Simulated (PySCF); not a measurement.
**Calculated properties of `C#Cc1ccnc([SiH3])p1`**

Compound: C6H6NPSi.
Structure used (GFN2-xTB), in Å, numbered top down from 1:
```
atom  x, y, z in Å
C1     3.790    1.144    0.491
C2     2.689    0.694    0.318
C3     1.393    0.171    0.115
C4     1.245   -1.161   -0.258
C5     0.004   -1.735   -0.470
N6    -1.162   -1.123   -0.355
C7    -1.280    0.142   -0.013
Si8   -3.070    0.780    0.060
P9     0.033    1.257    0.357
H10    4.752    1.534    0.642
H11    2.134   -1.765   -0.385
H12   -0.063   -2.777   -0.758
H13   -3.227    1.541    1.303
H14   -3.960   -0.373    0.007
H15   -3.283    1.679   -1.078
```

Among its groups: alkyne, pyridine-type ring nitrogen, Si–H bond and C–Si bond.

**GFN2-xTB geometry**

| Property | Result |
| --- | --- |
| Rotational constants A, B, C of the GFN2-xTB geometry | 2.762, 0.752, 0.595 GHz |

From wB97X-D/def2-SVPD ground state and vertical TDDFT (core frozen in the response) (PySCF):

| Property | Result |
| --- | --- |
| Dipole moment | 1.85 D |
| HOMO energy | -8.85 eV |
| LUMO energy | -0.77 eV |
| HOMO–LUMO gap | 8.08 eV |
| Lowest singlet excitation | 3.43 eV (361 nm, f = 0.002) |
| Strongest line among the 8 lowest singlet transitions | S6 at 5.33 eV (233 nm, f = 0.405) |
| Lowest triplet excitation (Tamm–Dancoff) | 2.93 eV |
| Static isotropic polarisability | 131.7 au |
| Electronic spatial extent ⟨r²⟩ about the centre of nuclear charge | 1818 bohr² |

From PBE0/pcSseg-1 ground state and GIAO shieldings, non-relativistic (PySCF):

| Item | Value |
| --- | --- |
| Lowest Hirshfeld atomic charge | -0.14 e on N6 |
| Highest Hirshfeld atomic charge | +0.30 e on Si8 |
| 13C chemical shifts (computed TMS as zero) by class | 212.1 (C7), 170.1 (C3), 150.4 (C5), 130.0 (C4), 103.6 (C1), 88.8 (C2) ppm |
| 1H chemical shifts (computed TMS as zero) by class | 9.29 (H12), 7.57 (H11), 4.82 (H13/H14/H15), 3.97 (H10) ppm |
| Isotropic shieldings of nuclei other than C and H, by class | -136 (N6), 414 (Si8), 35 (P9) ppm |
| Mayer bond orders between heavy atoms | C1–C2 2.29, C2–C3 1.08, C3–C4 1.39, C4–C5 1.41, C5–N6 1.47, N6–C7 1.43, C7–Si8 0.83, C7–P9 1.24, P9–C3 1.25 |

Monoisotopic mass from the formula: 151.0007 u.

The largest Löwdin shares of the LUMO are 0.27 on P9, 0.18 on C3, 0.12 on C5 and 0.10 on N6. S1 lies 4.65 eV below the HOMO–LUMO gap; its leading configuration is HOMO→LUMO, weight 0.94. In atomic units the dipole is 0.73 e·bohr (1 au = 2.5417 D). The 8 singlets span 3.43 to 5.66 eV, and their oscillator strengths add up to 0.57. The vertical singlet–triplet gap S1 − T1 is 0.50 eV (TDDFT singlet less Tamm–Dancoff triplet; S1: HOMO→LUMO, weight 0.94; T1: HOMO−1→LUMO, weight 0.86).

Geometry: GFN2-xTB; no solvent or vibrations. NMR classes are plain means over equivalent atoms (diastereotopic ones count apart unless rotation or inversion swaps them), as if these changed places fast; in this geometry the members of some classes differ.

For the TDDFT job (wB97X-D/def2-SVPD), hardware: x86-64 server, one thread, on a shared host. Cost: 37 s wall.
